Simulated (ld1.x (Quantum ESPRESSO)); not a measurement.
# neodymium PAW: all-electron and pseudo phase curves

* Element: Nd
* Generator: ld1.x (Quantum ESPRESSO) 7.5
* Type: PAW
* Functional: PBE
* Relativity: scalar-relativistic
* Frozen core: [Kr] 4d10
* Valence charge: 14
* Reference configuration: 4f4 5s2 5p6 5d0 6s1.5 6p0 (charge +0.5)
* Partial waves: 5s (bound): rcut 1.90, rcutus 2.25 bohr; 6s (bound): rcut 1.90, rcutus 2.25 bohr; 5p (bound): rcut 2.25, rcutus 2.55 bohr; 6p (bound, empty): rcut 2.25, rcutus 2.55 bohr; 5d (bound, empty): rcut 2.05, rcutus 2.70 bohr; 5d channel at 1.9 Ry: rcut 2.05, rcutus 2.70 bohr; 4f (bound): rcut 1.55, rcutus 1.75 bohr; 4f channel at 1.8 Ry: rcut 1.55, rcutus 1.75 bohr
* Local potential: all-electron potential smoothed inside 1.70 bohr (lloc = -1)
* Core correction: a·sin(br)/r model core, default radius (ld1.x builds one for every PAW set, though the input has nlcc=.false.)
* Augmentation charge: PSQ, inside the norm-conserving radii

The phase is arctan(r·u′/u) with u = r·R(r), unwrapped; energies in Ry, scanned from -5 to 5 Ry. A pole is an energy at which the radial function vanishes at the test radius. The pseudo phase is shifted by a multiple of π to meet the all-electron one at the reference energy, and phase errors are pseudo minus all-electron; the curves can meet again beyond the range given. Levels narrower than the energy grid can be missing from the lists of poles.

```csv
channel,radius (bohr),reference energy (Ry),"poles, all-electron","poles, pseudo",unbroken range about the reference energy with phases within 0.05 rad,phase error 1 Ry above the reference energy (rad)
s,2.96,-0.42,"-3.10, 2.71","-3.10, 5.00",below 1.5,+0.020
p,2.96,-0.23,"-1.61, 4.00","-1.61, 3.79",the whole range,-0.006
d,2.96,-0.33,0.56,0.56,the whole range,+0.000
f,2.96,-0.33,"-0.27, 3.28","-0.27, 3.30",the whole range,+0.001
```

The ghost test of this file was not conclusive. Its overlap operator is not positive definite in a basis up to 400 Ry (lowest eigenvalue s -1.08, p -0.03), so the file is unfit for use: the generalised eigenproblem breaks down once the basis is large enough, and its test numbers describe a broken file.

Phases in the p channel:

| E (Ry) | all-electron | pseudo |
| --- | --- | --- |
| -5.00 | 1.400 | 1.400 |
| -4.48 | 1.387 | 1.387 |
| -3.96 | 1.369 | 1.368 |
| -3.44 | 1.342 | 1.342 |
| -2.92 | 1.295 | 1.294 |
| -2.40 | 1.161 | 1.161 |
| -1.88 | -1.083 | -1.083 |
| -1.36 | -1.677 | -1.677 |
| -0.84 | -1.786 | -1.786 |
| -0.32 | -1.885 | -1.885 |
| 0.20 | -2.048 | -2.049 |
| 0.72 | -2.481 | -2.486 |
| 1.24 | -3.647 | -3.668 |
| 1.76 | -4.295 | -4.308 |
| 2.28 | -4.502 | -4.513 |
| 2.80 | -4.600 | -4.611 |
| 3.32 | -4.659 | -4.671 |
| 3.84 | -4.701 | -4.717 |
| 4.36 | -4.736 | -4.757 |
| 4.88 | -4.769 | -4.799 |
